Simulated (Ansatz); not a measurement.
Relaxation of H₆O₃SSn (11 atoms, charge 0, multiplicity 1), to a largest force component of 0.03 eV/Å in at most 50 steps.

Computed with RKS BLYP-D4/def2-SVP (Ansatz 0.2.0).

```xyz
11
Properties=species:S:1:pos:R:3
Sn -0.405 -0.096 0.129
S 1.271 0.953 1.559
O 0.174 -1.800 -0.770
O -1.913 -0.442 1.419
O -1.014 0.995 -1.457
H 2.669 0.206 -0.585
H 2.428 -0.417 -0.809
H 0.325 1.197 2.516
H 0.160 -1.647 -1.740
H -2.649 -0.892 0.953
H -1.046 1.944 -1.215
```

Task: Where does it end, and by what steps?

Result: It converged. The force dipped under the threshold on the way, but the program's further checks kept it going. After 22 steps the energy has fallen by 0.159 eV; H6 moved furthest, 1.32 Å.

| step | energy less start (eV) | largest force component (eV/Å) | accepted |
| --- | --- | --- | --- |
| 0 | 0.0000 | 2.240 | yes |
| 1 | -0.1076 | 0.264 | yes |
| 2 | -0.1246 | 0.285 | yes |
| 3 | -0.1324 | 0.145 | yes |
| 4 | -0.1362 | 0.079 | yes |
| 5 | -0.1424 | 0.162 | yes |
| 6 | -0.1473 | 0.038 | yes |
| 7 | -0.1503 | 0.158 | yes |
| 8 | -0.1528 | 0.167 | yes |
| 9 | -0.1504 | 0.288 | no |
| 10 | -0.1542 | 0.150 | yes |
| 11 | -0.1552 | 0.055 | yes |
| 12 | -0.1564 | 0.085 | yes |
| 13 | -0.1570 | 0.052 | yes |
| 14 | -0.1580 | 0.066 | yes |
| 15 | -0.1580 | 0.138 | yes |
| 16 | -0.1576 | 0.161 | no |
| 17 | -0.1587 | 0.050 | yes |
| 18 | -0.1586 | 0.015 | no |
| 19 | -0.1589 | 0.015 | yes |
| 20 | -0.1591 | 0.010 | yes |
| 21 | -0.1592 | 0.020 | yes |
| 22 | -0.1593 | 0.021 | yes |

```xyz
11
Properties=species:S:1:pos:R:3
Sn -0.562 0.208 0.134
S 0.851 1.565 1.597
O 0.279 -1.367 -0.800
O -1.939 -0.523 1.407
O -1.317 1.234 -1.429
H 3.416 -0.838 -0.907
H 2.673 -1.009 -0.806
H 0.144 1.106 2.674
H 0.332 -1.167 -1.759
H -2.315 -1.349 1.034
H -1.562 2.139 -1.145
```

Whether the end is a true minimum wasn't checked by a vibrational analysis.

Run time: 24 s on 2 threads of AMD EPYC 9R45 96-Core Processor (Zen 5) (shared host), peak memory 0.17 GiB.
